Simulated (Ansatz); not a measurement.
Stepwise reaction of `CO[SiH2]N` with water, as a gas-phase model of exchange steps in deposition or etching. ΔE in kJ/mol.

Program: Ansatz. Geometries: PBE0-D4/def2-TZVP. ΔE: electronic, gas phase. CBS: MP2 limit from def2 TZ/QZ plus the TZ coupled-cluster correction, frozen cores. This one scheme is used for every species. Functionals use def2-TZVPP. B3LYP here is the variant with VWN-RPA as its local correlation; programs differ in this. Each species was taken in one conformer, which may not be the lowest.

```json
{"step": "2", "reaction": "`CO[SiH](N)O` + H₂O → `CO[Si](N)(O)O` + H₂", "PBE-D4": "-94.7", "B3LYP-D4": "-102.3", "ωB97M-V": "-103.3", "CCSD(T)/CBS": "-99.7"}
```

(1) Give the row of step 1, `CO[SiH2]N` + H₂O → `CO[SiH](N)O` + H₂. (An estimate is asked.)

(2) By hand: ΔE of the 2 steps together at CCSD(T)/CBS.

Results:

(1) Ansatz gave: 
```tsv
step	reaction	PBE-D4	B3LYP-D4	ωB97M-V	CCSD(T)/CBS
1	`CO[SiH2]N` + H₂O → `CO[SiH](N)O` + H₂	-89.4	-96.3	-97.4	-94.8
```

(2) (-94.8) + (-99.7) = -194.5 kJ/mol, or -97.2 kJ/mol a step.

In ΔE the steps differ by no more than 4.9 kJ/mol. All are downhill at CCSD(T)/CBS. PBE-D4 differs from CCSD(T)/CBS by 5.0 to 5.4 kJ/mol a step. Isolated molecules leave out the surface, adducts and barriers. Largest T1 diagnostic: 0.011.
